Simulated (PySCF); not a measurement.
PySCF job for C3H5ClOSi, SMILES C#CC[Si@@H](O)Cl, TDA-ωB97X/def2-SVPD. Geometry optimised at PBE0-D3(BJ)/def2-SVP. The structure was generated by enumeration; whether it is a known compound was not checked. The values are those of a single conformer.

```python
import numpy as np
from pyscf import gto, scf, dft, tdscf

mol = gto.M(
    atom='''
    C    -2.77959612    1.25754181    0.55568960
    C    -1.99461533    0.74046442   -0.20850612
    C    -1.01945905    0.09428704   -1.06427423
    Si    0.32039352   -0.76050734   -0.05124984
    O     1.33819146   -1.63349936   -1.01934954
    Cl    1.37587780    0.71474374    0.94375869
    H    -3.48063021    1.72303881    1.22304009
    H    -0.54365971    0.82397562   -1.74244763
    H    -1.49679160   -0.67300843   -1.69915063
    H    -0.25682878   -1.70872261    0.92578466
    H     1.95896965   -1.15458890   -1.57628569
    ''',
    basis='def2-SVPD',
    charge=0,
    spin=0,
    max_memory=1600,
    verbose=4,
)
mf = dft.RKS(mol, xc='wb97x').density_fit(auxbasis='def2-universal-jkfit')
mf.grids.level = 3
mf.conv_tol = 1e-9
mf.max_cycle = 100
mf.kernel()
mf.grids = dft.Grids(mol).set(level=1).build(with_non0tab=True)  # coarser grid for the response kernel
td = tdscf.TDA(mf)
td.singlet = True
td.nstates = 10
td.conv_tol = 1e-4
td.positive_eig_threshold = 1e-6
td.kernel(x0=td.get_init_guess(mf, 15))
td.analyze()
tt = tdscf.TDA(mf)
tt.singlet = False
tt.nstates = 4
tt.conv_tol = 1e-4
tt.positive_eig_threshold = 1e-6
tt.kernel(x0=tt.get_init_guess(mf, 9))
tt.analyze(verbose=3)
```

It prints:

```
PySCF version 2.14.0

[INPUT] verbose = 4
[INPUT] num. atoms = 11
[INPUT] num. electrons = 62
[INPUT] charge = 0
[INPUT] spin (= nelec alpha-beta = 2S) = 0
[INPUT] symmetry False subgroup None
[INPUT] Mole.unit = angstrom
[INPUT] Symbol           X                Y                Z      unit          X                Y                Z       unit  Magmom
[INPUT]  1 C     -2.779596120000   1.257541810000   0.555689600000 AA   -5.252675403704   2.376409611090   1.050101154269 Bohr   0.0
[INPUT]  2 C     -1.994615330000   0.740464420000  -0.208506120000 AA   -3.769276697559   1.399274958785  -0.394019462096 Bohr   0.0
[INPUT]  3 C     -1.019459050000   0.094287040000  -1.064274230000 AA   -1.926498399709   0.178176682696  -2.011186816132 Bohr   0.0
[INPUT]  4 Si     0.320393520000  -0.760507340000  -0.051249840000 AA    0.605456004885  -1.437150588321  -0.096848161528 Bohr   0.0
[INPUT]  5 O      1.338191460000  -1.633499360000  -1.019349540000 AA    2.528815361632  -3.086866415052  -1.926291455801 Bohr   0.0
[INPUT]  6 Cl     1.375877800000   0.714743740000   0.943758690000 AA    2.600032222869   1.350669917847   1.783445451778 Bohr   0.0
[INPUT]  7 H     -3.480630210000   1.723038810000   1.223040090000 AA   -6.577437837787   3.256071452896   2.311210809463 Bohr   0.0
[INPUT]  8 H     -0.543659710000   0.823975620000  -1.742447630000 AA   -1.027367956860   1.557088255119  -3.292748807097 Bohr   0.0
[INPUT]  9 H     -1.496791600000  -0.673008430000  -1.699150630000 AA   -2.828526189550  -1.271801612224  -3.210929335082 Bohr   0.0
[INPUT] 10 H     -0.256828780000  -1.708722610000   0.925784660000 AA   -0.485336055106  -3.229017755752   1.749479457724 Bohr   0.0
[INPUT] 11 H      1.958969650000  -1.154588900000  -1.576285690000 AA    3.701916124835  -2.181856807463  -2.978748248171 Bohr   0.0

nuclear repulsion = 332.812959067536
number of shells = 74
number of NR pGTOs = 260
number of NR cGTOs = 174
basis = def2-SVPD
ecp = {}


[settings echo left out]
init E= -942.460450371802
  HOMO = -0.294277467302842  LUMO = 0.00513791827406651  gap/eV = 8.14751
cycle= 1 E= -941.756949573197  delta_E= 0.704  |g|= 0.687  |ddm|= 6.52
  HOMO = -0.33997448300091  LUMO = 0.0648326791680911  gap/eV = 11.01536
cycle= 2 E= -941.767646198036  delta_E= -0.0107  |g|= 0.716  |ddm|= 2.03
  HOMO = -0.363895783378612  LUMO = 0.0630897653768687  gap/eV = 11.61887
cycle= 3 E= -941.862953016101  delta_E= -0.0953  |g|= 0.0749  |ddm|=  0.8
  HOMO = -0.370364326981557  LUMO = 0.0685234402075374  gap/eV = 11.94274
cycle= 4 E= -941.864169485612  delta_E= -0.00122  |g|= 0.0298  |ddm|= 0.287
  HOMO = -0.368483981007107  LUMO = 0.0687989408412393  gap/eV = 11.89907
cycle= 5 E= -941.864389338586  delta_E= -0.00022  |g|= 0.0106  |ddm|= 0.129
  HOMO = -0.368246621540987  LUMO = 0.068456109706668  gap/eV = 11.88329
cycle= 6 E= -941.864415045629  delta_E= -2.57e-05  |g|= 0.00364  |ddm|= 0.0244
  HOMO = -0.368334006444824  LUMO = 0.0685354225723862  gap/eV = 11.88782
cycle= 7 E= -941.864418738984  delta_E= -3.69e-06  |g|= 0.000537  |ddm|= 0.0139
  HOMO = -0.368410138806791  LUMO = 0.068510744118798  gap/eV = 11.88922
cycle= 8 E= -941.864418876004  delta_E= -1.37e-07  |g|= 0.000173  |ddm|= 0.00266
  HOMO = -0.368384032577603  LUMO = 0.0685151859567328  gap/eV = 11.88863
cycle= 9 E= -941.864418889285  delta_E= -1.33e-08  |g|= 4.71e-05  |ddm|= 0.000587
  HOMO = -0.368387986986709  LUMO = 0.068515834869836  gap/eV = 11.88876
cycle= 10 E= -941.864418890555  delta_E= -1.27e-09  |g|= 1.17e-05  |ddm|= 0.000189
  HOMO = -0.368389907557239  LUMO = 0.068515648263936  gap/eV = 11.88881
cycle= 11 E= -941.864418890653  delta_E= -9.78e-11  |g|= 4.52e-06  |ddm|= 3.83e-05
  HOMO = -0.368388875576097  LUMO = 0.0685155651249656  gap/eV = 11.88878
Extra cycle  E= -941.864418890667  delta_E= -1.46e-11  |g|= 2.52e-06  |ddm|= 1.48e-05
converged SCF energy = -941.864418890667
tot grids = 45808
Overwritten attributes  positive_eig_threshold  of <class 'pyscf.tdscf.rks.TDA'>


******** <class 'pyscf.tdscf.rks.TDA'> for <class 'pyscf.df.df_jk.DFRKS'> ********
nstates = 10 singlet
deg_eia_thresh = 1.000e-03
wfnsym = None
conv_tol = 0.0001
eigh lindep = 1e-12
eigh level_shift = 0
eigh max_cycle = 100


Excitation energies (eV)
[6.49887258 6.76566509 6.82690221 7.73313842 7.88473368 8.03342604
 8.15381627 8.70519637 8.79633945 8.89543983]

** Singlet excitation energies and oscillator strengths **
Excited State   1:      6.49887 eV    190.78 nm  f=0.0003
      30 -> 33       -0.10221
      30 -> 36       -0.20854
      31 -> 35       -0.48338
      31 -> 36        0.22160
      31 -> 37        0.23083
      31 -> 41       -0.14549
Excited State   2:      6.76567 eV    183.26 nm  f=0.0106
      30 -> 35        0.36501
      30 -> 36       -0.15505
      30 -> 37       -0.18022
      30 -> 41        0.11468
      31 -> 33        0.21198
      31 -> 34        0.10934
      31 -> 36        0.38687
      31 -> 37       -0.12673
Excited State   3:      6.82690 eV    181.61 nm  f=0.0006
      30 -> 33        0.23688
      30 -> 34        0.13868
      30 -> 36        0.49126
      30 -> 37       -0.17863
      31 -> 35       -0.21787
      31 -> 37        0.10677
Excited State   4:      7.73314 eV    160.33 nm  f=0.0162
      31 -> 32        0.16829
      31 -> 33       -0.59090
      31 -> 34       -0.12977
      31 -> 35        0.10663
      31 -> 36        0.18405
      31 -> 37       -0.12708
Excited State   5:      7.88473 eV    157.25 nm  f=0.0147
      27 -> 32        0.20842
      29 -> 32       -0.12550
      31 -> 32       -0.50845
      31 -> 33       -0.15613
      31 -> 34        0.25426
      31 -> 40       -0.15033
Excited State   6:      8.03343 eV    154.34 nm  f=0.0373
      30 -> 32        0.18401
      30 -> 33       -0.57526
      30 -> 34       -0.15369
      30 -> 35        0.10095
      30 -> 36        0.21880
      30 -> 37       -0.10636
Excited State   7:      8.15382 eV    152.06 nm  f=0.0187
      27 -> 32       -0.10482
      29 -> 32        0.10794
      29 -> 34        0.24880
      31 -> 32        0.20590
      31 -> 34        0.51424
      31 -> 39        0.17280
Excited State   8:      8.70520 eV    142.43 nm  f=0.0233
      24 -> 32        0.11874
      27 -> 32       -0.31259
      28 -> 32        0.39972
      28 -> 34        0.14347
      29 -> 32       -0.28881
      29 -> 34       -0.13019
Excited State   9:      8.79634 eV    140.95 nm  f=0.0025
      30 -> 32        0.46603
      30 -> 33        0.20447
      30 -> 34       -0.37181
      30 -> 40        0.21126
Excited State  10:      8.89544 eV    139.38 nm  f=0.0986
      28 -> 32        0.11160
      28 -> 34        0.13215
      29 -> 33        0.12954
      31 -> 35        0.23280
      31 -> 36        0.24795
      31 -> 37        0.35233
      31 -> 38        0.36560

** Transition electric dipole moments (AU) **
state          X           Y           Z        Dip. S.      Osc.
  1         0.0254      0.0332      0.0010      0.0017      0.0003
  2        -0.2257      0.1140     -0.0051      0.0640      0.0106
  3         0.0422      0.0432     -0.0040      0.0037      0.0006
  4         0.2032     -0.1609      0.1349      0.0854      0.0162
  5         0.2501     -0.0390      0.1108      0.0763      0.0147
  6         0.1901      0.3893     -0.0442      0.1896      0.0373
  7        -0.1943      0.1387     -0.1919      0.0938      0.0187
  8         0.0730     -0.2016     -0.2515      0.1092      0.0233
  9        -0.0521     -0.0815     -0.0452      0.0114      0.0025
 10         0.2447     -0.2734      0.5637      0.4524      0.0986

** Transition velocity dipole moments (imaginary part, AU) **
state          X           Y           Z        Dip. S.      Osc.
  1         0.0020      0.0025      0.0007      0.0000      0.0000
  2        -0.0460      0.0194     -0.0098      0.0026      0.0069
  3         0.0020     -0.0010     -0.0006      0.0000      0.0000
  4         0.0488     -0.0383      0.0331      0.0049      0.0116
  5         0.0705     -0.0044      0.0416      0.0067      0.0155
  6         0.0577      0.1017     -0.0175      0.0140      0.0316
  7        -0.0531      0.0575     -0.0821      0.0129      0.0286
  8         0.0287     -0.0653     -0.0758      0.0108      0.0226
  9        -0.0225     -0.0314     -0.0188      0.0018      0.0038
 10         0.1138     -0.0976      0.1562      0.0469      0.0956

** Transition magnetic dipole moments (imaginary part, AU) **
state          X           Y           Z
  1         0.0529     -0.0598     -0.0818
  2        -0.0947     -0.1168      0.0517
  3        -0.0124     -0.0194     -0.0738
  4        -0.4006     -0.9341      0.0596
  5         0.4907      0.4881     -0.0545
  6         0.4025     -0.3122      1.2006
  7         0.3084     -0.8901     -0.4452
  8        -0.3718     -0.6342      0.9259
  9         0.4320     -0.2716     -0.0629
 10        -0.0968     -0.8435     -0.1120


******** <class 'pyscf.tdscf.rks.TDA'> for <class 'pyscf.df.df_jk.DFRKS'> ********
nstates = 4 triplet
deg_eia_thresh = 1.000e-03
wfnsym = None
conv_tol = 0.0001
eigh lindep = 1e-12
eigh level_shift = 0
eigh max_cycle = 100


Excitation energies (eV)
[5.40746557 5.96583349 5.97609201 6.55628786]

** Triplet excitation energies and oscillator strengths **
Excited State   1:      5.40747 eV    229.28 nm  f=0.0000
Excited State   2:      5.96583 eV    207.82 nm  f=0.0000
Excited State   3:      5.97609 eV    207.47 nm  f=0.0000
Excited State   4:      6.55629 eV    189.11 nm  f=0.0000
```

The run converged.

Cost: around 6 core-minutes (rough).
